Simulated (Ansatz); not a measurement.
## Which method gave which barrier?

Saddle point of Si2NH9O, closed shell (SiNH₅ ([NH2][SiH3]) + SiH₄O ([OH][SiH3]) → Si₂NH₇O ([NH2][SiH2][O][SiH3]) + H₂; bonds formed: Si1–O7, H2–H6; bonds broken: Si1–H2, H6–O7), PBE0-D4/def2-TZVP structure:

```json
{"atom": "Si1", "x (Å)": "-0.8725", "y (Å)": "0.3224", "z (Å)": "0.7111"}
{"atom": "H2", "x (Å)": "-0.0397", "y (Å)": "-0.7262", "z (Å)": "1.7860"}
{"atom": "H3", "x (Å)": "-1.2940", "y (Å)": "0.9996", "z (Å)": "-0.5737"}
{"atom": "H4", "x (Å)": "-2.1746", "y (Å)": "-0.1533", "z (Å)": "1.2500"}
{"atom": "N5", "x (Å)": "0.0323", "y (Å)": "1.6178", "z (Å)": "1.3545"}
{"atom": "H6", "x (Å)": "0.2475", "y (Å)": "-1.2324", "z (Å)": "0.7340"}
{"atom": "O7", "x (Å)": "-0.0727", "y (Å)": "-1.0423", "z (Å)": "-0.2907"}
{"atom": "Si8", "x (Å)": "0.7581", "y (Å)": "-0.9793", "z (Å)": "-1.7498"}
{"atom": "H9", "x (Å)": "-0.0532", "y (Å)": "2.5486", "z (Å)": "0.9823"}
{"atom": "H10", "x (Å)": "0.5007", "y (Å)": "1.5763", "z (Å)": "2.2430"}
{"atom": "H11", "x (Å)": "1.7076", "y (Å)": "-2.1162", "z (Å)": "-1.7422"}
{"atom": "H12", "x (Å)": "1.4840", "y (Å)": "0.3065", "z (Å)": "-1.8574"}
{"atom": "H13", "x (Å)": "-0.2236", "y (Å)": "-1.1215", "z (Å)": "-2.8470"}
```

Computed with Ansatz 0.2.0 (basis: def2-TZVPP, with def2-QZVPP for the basis limit); correlated methods freeze the cores. Extrapolation: Hartree–Fock as exp(−7.88 √X), correlation as X^−2.97. Four methods, as single points on the PBE0-D4 structures, gave these electronic barriers from the start structure: 0.742, 1.228, 1.331, 1.983 eV.

**Question.** The methods were, in alphabetical order, HF, MP2, PBE0-D4, SPW92. Which gave which? (A judgement: the text doesn't fix the answer.)

**Answer.** The calculation gives: SPW92 0.742; PBE0-D4 1.228; MP2 1.331; HF 1.983 eV. For comparison, CCSD(T) at an estimated basis limit (MP2 extrapolated from triple and quadruple zeta, plus CCSD(T) − MP2 in triple zeta) gives 1.373 eV.

The T1 diagnostic stays at or below 0.012.

Labels in which every atom is bracketed show which atoms are joined, not bond orders.

For scale, one of the runs: CCSD(T)/def2-TZVPP, 272 basis functions, launched by `ansatz run in.yaml --threads 8 --pin off --events-out ev --progress --plain --max-ram 19148MiB`. The run took 59 s on 8 CPU threads of an Intel Xeon Platinum 8259CL (shared host), with 6.9 GiB of host memory at its peak.
